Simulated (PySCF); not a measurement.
## Electron correlation in Ag²⁹⁺ (silver, charge +29)

[Ar], closed-shell 1S. Calculation: PySCF 2.14, in an even-tempered Gaussian basis (18 s from 4.1 bohr⁻², ratio 2.5; 12 p from 5.4 bohr⁻², ratio 2.5; 5 d from 26 bohr⁻², ratio 2.7; 4 f from 38 bohr⁻², ratio 2.7); the spin-free X2C one-electron Hamiltonian (Gaussian nucleus). Frozen: 1s2; 16 electrons correlated; the 21 highest virtual orbitals of each spin left out.

| level | correlation energy (mhartree) |
| --- | --- |
| CCSD | -635.33 |
| (T) | -1.46 |
| CCSD(T) | -636.79 |

Diagnostics: T1 = 0.00044, D1 = 0.0010, largest double amplitude 0.017.

Problem. Is a single reference adequate?

Solution. Yes, within this model without spin-orbit coupling: T1 lies below 0.03 and no double amplitude reaches 0.07.

At this charge the one-electron X2C treatment keeps the bare 1/r₁₂, with no two-electron picture change or Breit term. The effect here is smaller than on the frozen 1s shell; and a scalar Hamiltonian misses the large spin-orbit splitting of the p shells, which matters for ns² → np² pairs.
